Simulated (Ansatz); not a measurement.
Bond stretch in NaF, singlet.

RKS-PBE = Ansatz (a first-principles code) with restricted PBE/def2-SVP; UKS-PBE = unrestricted PBE/def2-SVP run with Ansatz; RKS-CAM-B3LYP = restricted CAM-B3LYP/def2-SVP run with Ansatz; FCI = full CI/def2-SVP, frozen core in Ansatz.

Energies relative to the lowest point of each curve near equilibrium, in kJ/mol; the last columns give the error against full CI:

```tsv
R / Å	RKS-PBE	UKS-PBE	RKS-CAM-B3LYP	FCI	RKS-PBE − FCI	UKS-PBE − FCI	RKS-CAM-B3LYP − FCI
1.52	188.6	188.6	175.0	197.5	-8.9	-8.9	-22.5
1.62	84.1	84.1	73.7	87.6	-3.5	-3.5	-13.9
1.76	16.4	16.4	11.3	16.6	-0.2	-0.2	-5.2
1.83	3.7	3.7	1.4	3.4	0.3	0.3	-2.0
1.86	1.2	1.2	0.0	0.9	0.3	0.3	-0.9
1.92	0.0	0.0	1.2	0.0	0.0	0.0	1.2
1.96	1.6	1.6	4.3	1.9	-0.4	-0.4	2.3
1.99	3.7	3.7	7.5	4.4	-0.7	-0.7	3.1
2.11	18.4	18.4	26.5	20.7	-2.3	-2.3	5.8
2.24	40.9	40.9	53.2	45.1	-4.3	-4.3	8.1
2.41	74.4	74.4	91.8	81.6	-7.3	-7.3	10.2
2.59	110.6	110.6	132.9	121.4	-10.8	-10.8	11.5
2.87	163.5	163.5	193.0	180.8	-17.3	-17.3	12.2
3.18	214.0	213.7	251.8	240.0	-26.0	-26.3	11.8
3.47	253.1	249.8	299.0	288.5	-35.4	-38.7	10.5
3.88	295.8	286.0	354.0	344.7	-49.0	-58.7	9.3
4.31	327.6	310.9	398.7	385.0	-57.4	-74.1	13.7
4.80	352.2	328.6	436.6	405.6	-53.4	-77.0	31.0
5.12	363.7	336.4	455.6	410.3	-46.7	-73.9	45.3
5.74	378.9	346.6	483.0	413.3	-34.4	-66.7	69.7
6.70	391.9	355.3	509.7	414.1	-22.2	-58.9	95.5
7.65	398.9	359.9	526.0	414.2	-15.3	-54.3	111.8
```

RKS-PBE is furthest from FCI at 4.31 (-57.4 kJ/mol, below); its mean absolute error over the points is 18.0 kJ/mol.

UKS-PBE is furthest from FCI at 4.80 (-77.0 kJ/mol, below); its mean absolute error over the points is 26.6 kJ/mol.

RKS-CAM-B3LYP is furthest from FCI at 7.65 (111.8 kJ/mol, above); its mean absolute error over the points is 22.6 kJ/mol.

The restricted form behind RKS-PBE, RKS-CAM-B3LYP keeps the bonding electrons paired and can't separate into open-shell fragments. The unrestricted determinant behind UKS-PBE is spin-contaminated at 3.18 to 7.65 Å (<S²> up to 0.6, against 0.00 for a pure singlet).
